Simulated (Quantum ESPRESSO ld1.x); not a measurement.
Species: the arsenic ion As3+. Configuration: [Ar] 3d10 4s1 5f1 (not the ground configuration). All-electron calculation, Dirac Kohn-Sham, PW91, spin-unpolarised, spherical densities, point nucleus; open shells fill j = l - 1/2 first. Program: ld1.x of Quantum ESPRESSO 7.5. Some entries of the table are withheld. Estimate them.

orbital  occ.  eigenvalue (eV)  r(max) (bohr)  <r^2> (bohr^2)
1s1/2       2         -11765.0          0.030        0.002786
2s1/2       2         -1532.45            (1)         0.04842
2p1/2       2         -1374.38            (2)         0.03744
2p3/2       4         -1337.78            (3)         0.03891
3s1/2       2         -235.890            (4)          0.4116
3p1/2       2         -182.716          0.514          0.4353
3p3/2       4         -177.673          0.523          0.4502
3d3/2       4         -86.5071          0.475          0.5519
3d5/2       6         -85.7657          0.479          0.5590
4s1/2       1         -52.5858           1.49           3.184
5f5/2       1              (5)           7.81           62.32
5f7/2       0              (6)           7.81           62.32

Answer. 
(1) 2s1/2 r(max) (bohr): 0.171
(2) 2p1/2 r(max) (bohr): 0.134
(3) 2p3/2 r(max) (bohr): 0.137
(4) 3s1/2 r(max) (bohr): 0.523
(5) 5f5/2 eigenvalue (eV): -8.0767
(6) 5f7/2 eigenvalue (eV): -8.0764
